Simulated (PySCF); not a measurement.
**Relaxation of singlet [BrF4]+**

Method: PBE0 in PySCF with Br def2-SVP, F def2-SVP; no relativity; density-fitted integrals. A (50,194) grid was used.

A hand-made see-saw start, of C2v symmetry, held to at least that symmetry:

```xyz
5
charge 1 multiplicity 1, angstrom
Br    0.0000    0.0000   -0.3007
F     0.0000    1.7378   -0.1487
F     0.0000   -1.7378   -0.1487
F     1.3746    0.0000    0.7733
F    -1.3746    0.0000    0.7733
```

Q: What forces act on the atoms at the start (eV/Å)?

A: 
```tsv
atom	Fx	Fy	Fz
Br1	0.00	0.00	1.83
F2	0.00	-0.54	-0.02
F3	0.00	0.54	-0.02
F4	-1.15	0.00	-0.89
F5	1.15	0.00	-0.89
```

Q: What does it relax to?

A: It ends at C2v with Br–F 1.691 Å (×2), Br–F 1.729 Å (×2); F–Br–F 87.1° (×4), F–Br–F 103.4°, F–Br–F 170.7° (after a last refinement on a finer grid). A frequency run shows a minimum. Other isomers or separated fragments may lie lower.

Q: How much energy is released, and in how many steps?

A: 8.7 kJ/mol in 4 steps.

The relaxation took about 23 core-seconds on a shared host.
